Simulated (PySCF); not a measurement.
Dipole response of Ba (barium, neutral)

[Xe] 6s2, closed-shell 1S. All numbers are calculated (PySCF 2.14, the spin-free X2C one-electron Hamiltonian (Gaussian nucleus), in x2c-TZVPPall with one added diffuse shell each of s, p, d type (12s8p7d2f1g, 94 functions)). Coupled (time-dependent) response in atomic units; α is the mean over directions.

```tsv
method	mean α (bohr³)	C₆ (like pair)	S(−4)
TPSSh	304.8	6361	40530
```

S(−4) is the Cauchy moment in α(ω) = α(0) + S(−4) ω² + …

Reference α: 272 ± 10 bohr³ (recommended; Schwerdtfeger and Nagle, table of static dipole polarizabilities (2023 update)). Published C₆: 5540 (Gould and Bucko (2016)).

α(iu) at TPSSh:

```tsv
u (hartree)	α(iu) (bohr³)
0	304.8
0.0500	229.6
0.100	134.7
0.200	55.86
0.300	31.87
0.500	16.47
0.750	9.972
1.00	6.883
1.50	3.928
2.00	2.576
3.00	1.390
5.00	0.6147
```

A single London oscillator, α(iu) = α/(1 + u²/ω²), gives C₆ = (3/4) ω α². Matching the computed C₆ needs ω = 4 × 6361 / (3 × 304.8²) = 0.0913 hartree.

Spin-orbit coupling, which splits the p, d and f shells strongly at this Z, is absent.
